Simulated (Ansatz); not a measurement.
`BrBBr` and `ClB(Br)Br` differ in one atom or group.

Ansatz, PBE0-D4/def2-TZVP geometries, multiplicity 1. 

Scalar relativity is left out up to krypton. Spin–orbit coupling is left out; it splits and shifts lone-pair levels of the heavy atoms by tenths of an eV.

| property | `BrBBr` |
| --- | --- |
| HOMO energy (ωB97M-V/def2-TZVPP) / eV | -10.74 |
| HOMO energy (PBE0/def2-TZVPP) / eV | -8.54 |
| HOMO energy (PBE/def2-TZVPP) / eV | -7.26 |
| ideal-gas entropy at 298 K and 1 bar (rigid rotor, harmonic PBE0-D4/def2-TZVP) / J/(mol·K) | 291 |
| zero-point energy (PBE0-D4/def2-TZVP) / kJ/mol | 36.3 |
| HOMO–LUMO gap (PBE/def2-TZVPP) / eV | 4.33 |

What does the change do to each property? (An estimate is asked.)

The calculation gave: 
```json
{"property": "HOMO energy (ωB97M-V/def2-TZVPP) / eV", "`ClB(Br)Br`": "-10.65", "shift": "0.09"}
{"property": "HOMO energy (PBE0/def2-TZVPP) / eV", "`ClB(Br)Br`": "-8.45", "shift": "0.09"}
{"property": "HOMO energy (PBE/def2-TZVPP) / eV", "`ClB(Br)Br`": "-7.13", "shift": "0.13"}
{"property": "ideal-gas entropy at 298 K and 1 bar (rigid rotor, harmonic PBE0-D4/def2-TZVP) / J/(mol·K)", "`ClB(Br)Br`": "322", "shift": "31"}
{"property": "zero-point energy (PBE0-D4/def2-TZVP) / kJ/mol", "`ClB(Br)Br`": "17.4", "shift": "-18.9"}
{"property": "HOMO–LUMO gap (PBE/def2-TZVPP) / eV", "`ClB(Br)Br`": "4.31", "shift": "-0.02"}
```
